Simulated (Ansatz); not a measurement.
`FC([SiH3])(Cl)Br` and `OC(F)(Cl)Br` differ in one atom or group.

Ansatz, PBE0-D4/def2-TZVP geometries, multiplicity 1. Each molecule was computed in one conformer, which needn't be the lowest.

Scalar relativity is left out up to krypton.

```json
{"property": "HOMO energy (PBE/def2-TZVPP) / eV", "`FC([SiH3])(Cl)Br`": "-7.13"}
{"property": "LUMO energy (PBE/def2-TZVPP) / eV", "`FC([SiH3])(Cl)Br`": "-2.13"}
{"property": "HOMO energy (B3LYP/def2-TZVPP) / eV", "`FC([SiH3])(Cl)Br`": "-8.18"}
{"property": "LUMO energy (PBE0/def2-TZVPP) / eV", "`FC([SiH3])(Cl)Br`": "-1.16"}
{"property": "HOMO–LUMO gap (PBE0/def2-TZVPP) / eV", "`FC([SiH3])(Cl)Br`": "7.27"}
{"property": "HOMO energy (ωB97M-V/def2-TZVPP) / eV", "`FC([SiH3])(Cl)Br`": "-10.63"}
```

Q: What does the change do to each property? (Estimate.)

A: Ansatz gave: 
```csv
property,`OC(F)(Cl)Br`,shift
HOMO energy (PBE/def2-TZVPP) / eV,-7.20,-0.07
LUMO energy (PBE/def2-TZVPP) / eV,-2.03,0.10
HOMO energy (B3LYP/def2-TZVPP) / eV,-8.30,-0.12
LUMO energy (PBE0/def2-TZVPP) / eV,-1.01,0.15
HOMO–LUMO gap (PBE0/def2-TZVPP) / eV,7.56,0.29
HOMO energy (ωB97M-V/def2-TZVPP) / eV,-10.82,-0.19
```

With PBE0 the HOMO falls by 0.15 eV and the LUMO rises by 0.15 eV, so the gap widens by about 0.30 eV. PBE moves the HOMO by -0.07 eV and ωB97M-V by -0.19 eV.

B3LYP here is the variant with VWN-RPA as its local correlation; programs differ in this.

Spin–orbit coupling is left out; it splits and shifts lone-pair levels of the heavy atoms by tenths of an eV.
